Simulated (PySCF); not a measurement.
C4H4ClF, SMILES C(=C/C(=C)Cl)/F.

Geometry: B3LYP-D3(BJ)/def2-SVP. The structure was generated by enumeration; whether it is a known compound was not checked. The values are those of a single conformer.

Computed with TDDFT-PBE/def2-SVPD (PySCF).

Vertical excitations. Isolated molecule, no solvent. State labels are in the subgroup Cs.

Computed excitation energies, oscillator strengths and character:
| state | symmetry | energy (eV) | λ (nm) | f | main pairs |
|---|---|---|---|---|---|
| S1 | A' | 5.03 | 247 | 0.231 | HOMO→LUMO 73 %, HOMO−1→LUMO 22 % |
| S2 | A" | 5.17 | 240 | 0.000 | HOMO−2→LUMO 100 % |
| S3 | A" | 5.49 | 226 | 0.000 | HOMO→LUMO+1 99 % |
| S4 | A' | 5.51 | 225 | 0.210 | HOMO−1→LUMO 65 %, HOMO→LUMO 22 %, HOMO→LUMO+3 11 % |
| S5 | A" | 6.04 | 205 | 0.001 | HOMO→LUMO+2 99 % |
| S6 | A" | 6.66 | 186 | 0.014 | HOMO→LUMO+4 100 % |
| S7 | A' | 6.78 | 183 | 0.085 | HOMO→LUMO+3 68 %, HOMO−4→LUMO 19 % |
| S8 | A" | 6.90 | 180 | 0.000 | HOMO−1→LUMO+1 97 % |
| S9 | A" | 6.98 | 178 | 0.000 | HOMO−3→LUMO 96 % |
| S10 | A" | 7.03 | 176 | 0.002 | HOMO→LUMO+5 97 % |
| T1 | A' | 3.01 | 412 | 0 | HOMO→LUMO 98 % |
| T2 | A' | 4.62 | 269 | 0 | HOMO−1→LUMO 90 % |
| T3 | A" | 5.09 | 244 | 0 | HOMO−2→LUMO 100 % |
| T4 | A" | 5.31 | 234 | 0 | HOMO→LUMO+1 99 % |
Triplets are in the Tamm–Dancoff approximation, which puts them higher than full response would, so one can lie above its singlet here.
